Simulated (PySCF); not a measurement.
**A thermochemical cycle for GeCl**

CCSD(T) in PySCF with def2-TZVPPD on every atom, for the lowest determinant that a PBE0 search found; no spin–orbit coupling. GeCl, a doublet (π ↑), has De = 3.94 eV to neutral atoms, and GeCl⁺, a singlet (closed shell), has De = 4.56 eV to Ge⁺ + Cl.

The adiabatic ionisation energy of GeCl, between the minima, is 7.28 eV.

Question: Which ionisation energy of the Ge atom does this level give?

Answer: IE(Ge) = IE(molecule) + De(ion) − De(neutral) = 7.28 + 4.56 − 3.94 = 7.90 eV; the measured value is 7.899 eV (NIST ASD).

Correlated steps freeze 14 core orbitals. For an ion De counts to the pair picked by the measured ionisation energies or electron affinities, which need not be the lowest pair at this level. Where the molecule has an RHF reference, its open-shell atoms are computed with UHF. States were picked by a PBE0 search and need not be the measured ground states.
